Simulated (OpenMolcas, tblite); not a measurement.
## How methods differ on InNH2F2 (SMILES [NH2][In]([F])[F])

InNH2F2 has 6 atoms, charge 0, and is taken as a singlet. SMILES: `[NH2][In]([F])[F]`. The coordinates come from a PBE0-D4/def2-TZVP relaxation.

Each level gives the vertical electron affinity (to the doublet anion) (eV). The values are calculated.

The electron affinity is E(neutral) − E(anion): positive where the electron is bound.

```csv
level,kind,program,value (eV),CPU time (all runs)
IPEA1-xTB,semi-empirical,tblite,5.96,under 2 s
HF/def2-SVPD (core potential),Hartree–Fock,OpenMolcas,-0.12,50 s
SVWN5/def2-SVPD (core potential),LDA,OpenMolcas,0.98,1.7 min
revPBE/def2-SVPD (core potential),GGA,OpenMolcas,0.67,2.5 min
M06-L/def2-SVPD (core potential),meta-GGA,OpenMolcas,0.17,3.4 min
BHLYP/def2-SVPD (core potential),global hybrid,OpenMolcas,0.57,2 min
```

Spin-orbit coupling, which can split open shells on such heavy atoms by tenths of an eV, is left out. Where it was recorded, the anion's HOMO is positive in SVWN5/def2-SVPD, revPBE/def2-SVPD, M06-L/def2-SVPD, BHLYP/def2-SVPD: a fault of the level (basis or self-interaction), which says nothing on whether the real anion is bound. The values span -0.12 to 5.96 eV. The xTB values lack the empirical shift that such differences need. Times are those of the runs behind each value, whatever else they computed, on shared processors of several kinds: orders of magnitude only.
